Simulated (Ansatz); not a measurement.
[5.6]paracyclophane, `c1cc2ccc1CCCCCCc1ccc(cc1)CCCCC2`: single points at one geometry.

```yaml
crystal:
  periodic: [false, false, false]
  atoms:
    - {symbol: C, position_ang: [-2.354344, 0.471323, 1.127480]}
    - {symbol: C, position_ang: [-1.858251, 1.782735, 1.116835]}
    - {symbol: C, position_ang: [-1.837829, 2.547684, -0.064767]}
    - {symbol: C, position_ang: [-2.325926, 1.944771, -1.242083]}
    - {symbol: C, position_ang: [-2.813710, 0.632315, -1.233599]}
    - {symbol: C, position_ang: [-2.840597, -0.131049, -0.048459]}
    - {symbol: C, position_ang: [-3.354630, -1.552261, -0.053053]}
    - {symbol: C, position_ang: [-2.275905, -2.626492, -0.300597]}
    - {symbol: C, position_ang: [-1.219983, -2.736342, 0.806530]}
    - {symbol: C, position_ang: [-0.358758, -4.005045, 0.709338]}
    - {symbol: C, position_ang: [0.647212, -4.073004, -0.456571]}
    - {symbol: C, position_ang: [2.060914, -3.537419, -0.143920]}
    - {symbol: C, position_ang: [2.206240, -2.042126, 0.037543]}
    - {symbol: C, position_ang: [2.458332, -1.206191, -1.068766]}
    - {symbol: C, position_ang: [2.679009, 0.168171, -0.907307]}
    - {symbol: C, position_ang: [2.646193, 0.767707, 0.367788]}
    - {symbol: C, position_ang: [2.352100, -0.060481, 1.469403]}
    - {symbol: C, position_ang: [2.143476, -1.437735, 1.309390]}
    - {symbol: C, position_ang: [2.923889, 2.243725, 0.553559]}
    - {symbol: C, position_ang: [1.679217, 3.148768, 0.464115]}
    - {symbol: C, position_ang: [1.023261, 3.168965, -0.918898]}
    - {symbol: C, position_ang: [-0.128746, 4.171408, -1.063422]}
    - {symbol: C, position_ang: [-1.294049, 3.960262, -0.076342]}
    - {symbol: H, position_ang: [-2.372584, -0.094420, 2.072473]}
    - {symbol: H, position_ang: [-1.485624, 2.230120, 2.052875]}
    - {symbol: H, position_ang: [-2.330850, 2.516579, -2.184156]}
    - {symbol: H, position_ang: [-3.197386, 0.189347, -2.167542]}
    - {symbol: H, position_ang: [-3.851391, -1.766211, 0.918465]}
    - {symbol: H, position_ang: [-4.138452, -1.651014, -0.833262]}
    - {symbol: H, position_ang: [-2.789514, -3.608594, -0.406429]}
    - {symbol: H, position_ang: [-1.787455, -2.430142, -1.280277]}
    - {symbol: H, position_ang: [-0.579153, -1.829555, 0.814794]}
    - {symbol: H, position_ang: [-1.743081, -2.747766, 1.789303]}
    - {symbol: H, position_ang: [0.194756, -4.149571, 1.664014]}
    - {symbol: H, position_ang: [-1.047079, -4.876789, 0.638711]}
    - {symbol: H, position_ang: [0.766248, -5.135081, -0.760753]}
    - {symbol: H, position_ang: [0.241622, -3.552621, -1.351773]}
    - {symbol: H, position_ang: [2.432343, -4.050171, 0.770097]}
    - {symbol: H, position_ang: [2.736904, -3.852592, -0.967160]}
    - {symbol: H, position_ang: [2.517607, -1.649337, -2.076445]}
    - {symbol: H, position_ang: [2.911756, 0.787467, -1.788296]}
    - {symbol: H, position_ang: [2.317118, 0.378969, 2.479797]}
    - {symbol: H, position_ang: [1.954638, -2.063980, 2.196239]}
    - {symbol: H, position_ang: [3.662558, 2.574487, -0.209059]}
    - {symbol: H, position_ang: [3.406512, 2.397470, 1.541714]}
    - {symbol: H, position_ang: [1.974200, 4.183944, 0.748619]}
    - {symbol: H, position_ang: [0.942607, 2.815733, 1.226807]}
    - {symbol: H, position_ang: [0.653256, 2.149868, -1.163422]}
    - {symbol: H, position_ang: [1.797229, 3.403971, -1.683677]}
    - {symbol: H, position_ang: [0.254308, 5.208771, -0.939018]}
    - {symbol: H, position_ang: [-0.515977, 4.119026, -2.104210]}
    - {symbol: H, position_ang: [-0.973445, 4.229824, 0.951521]}
    - {symbol: H, position_ang: [-2.108756, 4.672582, -0.334148]}
basis:
  gaussian: {orbitals: 6-31G}
hamiltonian: {xc: hf}
scf: {omitted_lower_state_checks: [starts]}
output: {orbitals: {seedname: orbitals}}
```

The file start.molden holds the orbitals of an earlier run on this structure, at another level or in another basis.

```sh
$ ansatz run in.yaml --threads 4 --pin off --events-out ev --progress --plain --max-ram 46080MiB --backend cuda --devices 0, --max-vram 37GiB
```

Output, abridged:

```
Functional definition: HF
  name "HF"
  cite "Fock, Z. Phys. 61, 126 (1930) doi:10.1007/BF01340294"
  parent pbe
  exchange = exact_x
  correlation = 0
these checks for a lower state are left out or cut short: starts
3881 factors; integrals over basis functions are off by at most 2.2e-4 eV
mean field evaluation 1: about -24157.5330 eV, gradient 5.2e1 eV
mean field evaluation 2: about -24157.5328 eV, gradient 5.2e1 eV
mean field evaluation 4: about -24166.5588 eV, gradient 5.6e0 eV
mean field evaluation 8: about -24166.6497 eV, gradient 2.1e-2 eV
mean field -24166.64974398 eV, -888.1079973476 hartree, gradient 4.6e-5 eV, S^2 0.000000; 0 other end points of the search recorded, 0 dependent functions left out
reference -24166.64974398 eV, -888.1079973476 hartree; 84, 84 occupied and 183, 183 virtual orbitals, 3881 factors
Total energy: -24166.64974398 eV, -888.1079973476 hartree
Checks for a lower state left out: starts
```

Run time 2.3 s (4 threads of AMD EPYC 7R13 on a shared host and a share (37 GiB) of an NVIDIA H100 80GB HBM3), peak host memory 1 GiB.

First input, but with `gaussian: {orbitals: def2-SVP, initial_orbitals: start.molden}`, `hamiltonian: {xc: pbe}`, `correlation: {method: rpa}` and without the key `output` (abridged; 6.5 s):

```
Functional definition: PBE
mean field -24291.51668796 eV, -892.6967729011 hartree, gradient 2.4e-6 eV, S^2 0.000000
23 core orbitals not correlated: weight in the atoms' cores, before any rotation towards them, 1.000 or more for the frozen orbitals, at most 0.000 for the correlated occupied ones
Total energy: -24291.28493051 eV, -892.6882559720 hartree
Checks for a lower state left out: starts
```

The first input with `gaussian: {orbitals: def2-TZVP, fitting: {mean_field: def2-universal-jkfit}, initial_orbitals: start.molden}`, `hamiltonian: {xc: pbe, dispersion: d4}`, `output: {forces: true, orbitals: {seedname: orbitals}}` (abridged; 6 s):

```
Functional definition: PBE
mean field -24316.84441150 eV, -893.6275495736 hartree, gradient 2.3e-5 eV, S^2 0.000000
Total energy: -24318.71499283 eV, -893.6962921694 hartree
Atom 0 force    -0.030634     0.033425    -0.051365 eV/Å
Atom 1 force    -0.016485     0.011052    -0.069461 eV/Å
Atom 2 force    -0.059943    -0.236308     0.001899 eV/Å
Atom 3 force    -0.009236    -0.018986     0.050452 eV/Å
Atom 4 force     0.004197     0.005042     0.050270 eV/Å
Atom 5 force     0.122524     0.199709    -0.002864 eV/Å
Atom 6 force    -0.219918    -0.006385     0.060890 eV/Å
Atom 7 force     0.033296    -0.166603    -0.234237 eV/Å
Atom 8 force     0.021151     0.227088     0.180448 eV/Å
Atom 9 force    -0.030537    -0.213444     0.169672 eV/Å
Atom 10 force    -0.072176    -0.090967    -0.254414 eV/Å
Atom 11 force     0.206713    -0.109968     0.030656 eV/Å
Atom 12 force    -0.001604     0.241022     0.033309 eV/Å
Atom 13 force     0.004074     0.000851     0.058817 eV/Å
Atom 14 force     0.012519    -0.021968     0.056486 eV/Å
Atom 15 force    -0.082712    -0.218603    -0.031468 eV/Å
Atom 16 force     0.012501    -0.004556    -0.056327 eV/Å
Atom 17 force     0.037076     0.013366    -0.061927 eV/Å
Atom 18 force     0.230383     0.036908     0.013745 eV/Å
Atom 19 force    -0.125206     0.146070     0.207721 eV/Å
Atom 20 force     0.084366    -0.200315    -0.177903 eV/Å
Atom 21 force     0.023931     0.205517    -0.187524 eV/Å
Atom 22 force    -0.131745     0.120839     0.157993 eV/Å
Atom 23 force     0.009292     0.148304    -0.258010 eV/Å
Atom 24 force    -0.100730    -0.118569    -0.256076 eV/Å
Atom 25 force     0.002300    -0.154158     0.256084 eV/Å
Atom 26 force     0.104691     0.116924     0.257281 eV/Å
Atom 27 force     0.128812     0.049646    -0.223758 eV/Å
Atom 28 force     0.192189     0.028868     0.177280 eV/Å
Atom 29 force     0.118806     0.233035     0.041085 eV/Å
Atom 30 force    -0.114725    -0.034022     0.247471 eV/Å
Atom 31 force    -0.165454    -0.243593    -0.017047 eV/Å
Atom 32 force     0.116281    -0.009039    -0.231875 eV/Å
Atom 33 force    -0.126160     0.060734    -0.238407 eV/Å
Atom 34 force     0.160217     0.219825     0.002393 eV/Å
Atom 35 force    -0.022668     0.260847     0.085177 eV/Å
Atom 36 force     0.100576    -0.105124     0.242922 eV/Å
Atom 37 force    -0.098601     0.125863    -0.209158 eV/Å
Atom 38 force    -0.164361     0.081955     0.186979 eV/Å
Atom 39 force    -0.011383     0.112634     0.273876 eV/Å
Atom 40 force    -0.060318    -0.168824     0.238859 eV/Å
Atom 41 force     0.017711    -0.115082    -0.272585 eV/Å
Atom 42 force     0.053596     0.164263    -0.239697 eV/Å
Atom 43 force    -0.184649    -0.082052     0.173712 eV/Å
Atom 44 force    -0.126729    -0.042960    -0.231493 eV/Å
Atom 45 force    -0.057293    -0.248600    -0.077979 eV/Å
Atom 46 force     0.174414     0.072530    -0.194243 eV/Å
Atom 47 force     0.087875     0.262395     0.073752 eV/Å
Atom 48 force    -0.186936    -0.042249     0.188930 eV/Å
Atom 49 force    -0.087519    -0.260040    -0.010205 eV/Å
Atom 50 force     0.089629    -0.006659     0.266373 eV/Å
Atom 51 force    -0.064432    -0.083400    -0.249467 eV/Å
Atom 52 force     0.203033    -0.176242     0.052956 eV/Å
Dipole moment:     0.015983    -0.018048    -0.029659 e Å
Checks for a lower state left out: starts
```

The first input with `gaussian: {orbitals: def2-TZVP, fitting: {mean_field: def2-universal-jkfit}, initial_orbitals: start.molden}`, `hamiltonian: {xc: {name: LC-wPBE}}` (abridged; 6 s):

```
Functional definition: LC-wPBE
mean field -24333.03357388 eV, -894.2224903174 hartree, gradient 1.7e-5 eV, S^2 0.000000
Total energy: -24333.03357389 eV, -894.2224903179 hartree
Checks for a lower state left out: starts
```

The first input with `gaussian: {orbitals: def2-TZVP, fitting: {mean_field: def2-universal-jkfit}, initial_orbitals: start.molden}`, `hamiltonian: {xc: {name: BHLYP}, dispersion: d4}` (abridged; 4.5 s):

```
Functional definition: BHLYP
mean field -24334.18718795 eV, -894.2648848527 hartree, gradient 1.4e-5 eV, S^2 0.000000
Total energy: -24336.29218278 eV, -894.3422419858 hartree
Checks for a lower state left out: starts
```

Geometry: PBE-D4/def2-SVP.

LC-ωPBE has ω = 0.4 bohr⁻¹. Correlated methods freeze 23 core orbitals. Single mean-field runs in def2-TZVP are fitted with def2-universal-jkfit. The restricted singlet is unstable towards broken spin symmetry in Hartree–Fock (as tested in another run); at HF/6-31G this wasn't settled.
